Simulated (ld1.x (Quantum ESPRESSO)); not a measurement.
# Configuration tests for Br (TM)

ld1.x (Quantum ESPRESSO) 7.5 input, shortened:

```
&input
   title='Br', zed=35., rel=2, dft='PBE', iswitch=3,
   config='[Ar] 3d10 4s2 4p5 4d-2', rel_dist='average'
 /
 &inputp
   pseudotype=2, tm=.true., lloc=-1, rcloc=1.65,
   nlcc=.false.
 /
3
4S  1  0   2.00   0.00  1.00  1.00  0.0
4P  2  1   5.00   0.00  1.85  1.85  0.0
4D  3  2  -2.00   0.05  1.80  1.80  0.0
 &test
   configts(1)='4s2 4p5'
 /
```

Open shells are filled in proportion to 2j + 1 (rel_dist='average').

Energies are relative to the spin-unpolarised reference configuration 4s2 4p5; without spin polarisation the order of configurations can differ from experiment. The frozen-core shift is the all-electron ΔE with the core orbitals held at their reference shape minus the fully relaxed ΔE.

| valence configuration | charge | ΔE all-electron (eV) | error AE − PS (meV) | frozen-core shift (meV) |
| --- | --- | --- | --- | --- |
| 4s2 4p4 | +1 | 12.560 | +2.2 | +2.3 |
| 4s2 4p3 | +2 | 35.326 | +13 | +18 |
| 4s2 4p2 | +3 | 69.316 | +41 | +71 |
| 4s2 4p1 | +4 | 115.350 | +114 | +201 |
| 4s1 4p6 | 0 | 12.361 | +35 | +4.2 |

What are ΔE and the potential's error for 4s2 4p4.5?

ΔE = 5.078 eV all-electron; the error (AE − PS) is +0.4 meV.

What are ΔE and the potential's error for 4s2 4p5.3?

ΔE = -1.965 eV all-electron; the error (AE − PS) is +0.1 meV.
